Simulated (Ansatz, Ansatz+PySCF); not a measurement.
```yaml
atoms:
  - { symbol: H, position_ang: [0.0000, 0.0000, -3.4000] }
  - { symbol: Mg, position_ang: [0.0000, 0.0000, 0.0000] }
  - { symbol: H, position_ang: [0.0000, 0.0000, 3.4000] }
```

Basis set: def2-SVP (spherical functions). Charge 0, multiplicity 1.

Computed with Ansatz (development build ahead of 0.2.0); each method stands on the lowest determinant of its kind that the runs found.

Problem. Give the atomization energy at this shape (free ground-state atoms in the same class of orbitals less the molecule, no zero-point energy) of singlet MgH₂ by PBE0 (unrestricted), UHF.

Solution.

```csv
method,atomization energy
PBE0 (unrestricted),2.67 kcal/mol
UHF,0.58 kcal/mol
```

Caution: the shape is not the minimum; the unrestricted determinant is a mixture of spin states. Caution for PBE0 (unrestricted): charge can spread falsely over distant fragments.
